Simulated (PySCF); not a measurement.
BH2, SMILES [BH2] (connectivity only; charge and spin as stated), charge +1, multiplicity 1. The structure is a stationary point at PBE-D3(BJ)/def2-TZVPD. The spin state was assumed, not searched. The isomer is the one that the SMILES or the coordinates give; other isomers of the formula were not compared.

The numbers are results of PySCF with PBE-D3(BJ)/def2-TZVPD, not measurements.

Harmonic wavenumbers (cm⁻¹): 977, 977, 2593, 2885. Rotational constants (GHz): 178.2 (linear); symmetry number 2.

**Question.** Work out the zero-point energy and the ideal-gas rigid-rotor harmonic-oscillator thermochemistry at 298.15 K and 1 atm.

**Answer.** ZPE = ½ Σ hcν = ½ × 7431 cm⁻¹ = 44.45 kJ/mol. H − E(el) = 53.34 kJ/mol. Entropy in J/(mol K): translation 140.57, rotation 32.08, vibration 0.86, total 173.51. G − E(el) = 1.60 kJ/mol. Cp = 32.48 J/(mol K).
